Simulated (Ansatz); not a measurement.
Geometry optimisation, RKS PBE0/def2-SVP in Ansatz 0.2.0.

input.yaml

```yaml
crystal:
  periodic: [false, false, false]
  atoms:
    - { symbol: B, position_ang: [0.0, 0.0, 0.0] }
    - { symbol: F, position_ang: [0.0, 0.0, 1.67] }
    - { symbol: O, position_ang: [1.2211, 0.0, -0.705] }
    - { symbol: H, position_ang: [1.5209, -0.9519, -0.8599] }
    - { symbol: H, position_ang: [-1.0305, 0.0, -0.595] }
    - { symbol: S, position_ang: [0.0982, 2.076, 0.6906] }
    - { symbol: H, position_ang: [0.6507, 2.1151, 1.9763] }
    - { symbol: H, position_ang: [0.0504, 1.0663, 1.6601] }
basis:
  gaussian: { orbitals: def2-SVP }
hamiltonian:
  xc: pbe0
relax:
  f_tol: 0.15
  max_steps: 25
  restrain:
    - { distance: [0, 5], at: 3.09, k: 30.0 }
    - { distance: [7, 1], at: 2.12, k: 30.0 }
    - { distance: [0, 1], at: 1.32, k: 30.0 }
    - { distance: [7, 5], at: 1.4, k: 30.0 }
```

Command:

```bash
$ ansatz run input.yaml --threads 1 --pin off --max-ram 2048MiB --backend cpu --events-out ev --progress --plain --runs-dir out
```

Where does it end, and by what steps?

It converged. The restraints hold the end off the free minimum; the threshold counts their pulls, which the force column leaves out. Restrained pairs: B1–S6 (2.19 → 3.09 Å), F2–H8 (1.07 → 2.13 Å), B1–F2 (1.67 → 1.33 Å), S6–H8 (1.40 → 1.38 Å). After 12 steps the energy has fallen by 4.399 eV (the restraints' own energy left out); F2 moved furthest, 0.86 Å.

| step | energy less start (eV) | largest force component (eV/Å) | accepted |
| --- | --- | --- | --- |
| 0 | 0.0000 | 6.280 | yes |
| 1 | -1.0555 | 2.913 | yes |
| 2 | -1.6574 | 2.845 | yes |
| 3 | -2.1370 | 2.473 | yes |
| 4 | -3.1403 | 1.910 | yes |
| 5 | -3.7332 | 1.844 | yes |
| 6 | -4.1469 | 0.867 | yes |
| 7 | -4.1914 | 2.158 | yes |
| 8 | -4.3665 | 0.729 | yes |
| 9 | -4.3912 | 0.723 | yes |
| 10 | -4.3840 | 0.692 | no |
| 11 | -4.3978 | 0.739 | yes |
| 12 | -4.3990 | 0.738 | yes |

```xyz
8
Properties=species:S:1:pos:R:3
B -0.062 -0.281 -0.158
F -0.057 -0.661 1.121
O 1.051 -0.433 -0.893
H 1.796 -0.773 -0.384
H -1.078 0.098 -0.666
S -0.032 2.493 1.212
H 1.208 2.548 1.742
H -0.316 1.314 1.864
```

Time of the run: 32 s on 1 thread of AMD EPYC 7R43 64-Core Processor (Zen 3) (shared host), peak memory 0.16 GiB.
